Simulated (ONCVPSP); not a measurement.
## Building the ONCV potential for nickel (PBE, scalar-relativistic).

* Element: nickel
* Generator: ONCVPSP 4.0.1
* Type: optimised norm-conserving Vanderbilt (ONCV)
* Functional: PBE
* Relativity: scalar-relativistic
* Frozen core: [Ne]
* Valence charge: 18
* Reference configuration: 3s2 3p6 3d9 4s1
* Partial waves: 3s+4s: rc 1.35 bohr, ncon 5, nbas 8, qcut 7.3 1/bohr, 2 projectors; 3p: rc 0.80 bohr, ncon 4, nbas 7, qcut 10 1/bohr, 2 projectors, debl 3.2 Ha; 3d: rc 0.95 bohr, ncon 4, nbas 9, qcut 17.6 1/bohr, 2 projectors, debl 1.6 Ha
* Local potential: polynomial inside 0.50 bohr (lpopt 1, dvloc0 -0.5 Ha)
* Core correction: none

Poles of the logarithmic derivatives, all-electron (AE) and pseudo (PS). s: poles at -3.5 (AE) and -3.5 (PS) Ha. p: poles at 4.2 (AE) and 4.2 (PS) Ha. d: poles at 2.6 (AE) and 2.6 (PS) Ha. Test radii: s 1.37, p 0.81, d 0.97 bohr.

- Cutoffs needed: 110 Ha and 209 Ha (the cutoffs (Ha) at which the residual kinetic energy of the hardest occupied pseudo-wave falls to 1 and 0.1 mHa per electron)
- Ghost test: no bound ghost flagged; GHOST(+) flagged for s at 238.5 eV
- Configuration tests: 1 of 4 tests not solved or not reliable
